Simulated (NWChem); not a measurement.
H3ClZr in NWChem

```xyz
5

Zr     0.1912    -0.5973     0.0000
Cl    -0.5157     1.6113     0.0000
H     -0.4556    -1.4321     1.5078
H     -0.4556    -1.4321    -1.5078
H      2.0316    -0.6359     0.0000
```
Charge 0, spin multiplicity 1.

The numbers come from NWChem runs, not from measurements. Structure: optimised with PBE0/def2-SVP with def2 effective core potentials on Zr, a minimum by its harmonic frequencies.

Symmetry labels belong to the abelian group Cs used in the runs, with the axes of the coordinates shown; states degenerate in a higher group split over its labels.

Effective core potentials replace the inner electrons of Zr; spin-orbit coupling is left out. The structure started from a generated list of species.

Question: List the lowest 4 singlet excitations that CIS/def2-SVPD with def2 effective core potentials on Zr gives, with oscillator strengths.

Answer: 
| state | symmetry | energy (eV) | wavelength (nm) | f |
|---|---|---|---|---|
| 1 | a" | 5.02 | 247 | 0.000 |
| 2 | a' | 5.29 | 234 | 0.002 |
| 3 | a" | 5.29 | 234 | 0.002 |
| 4 | a' | 5.82 | 213 | 0.052 |
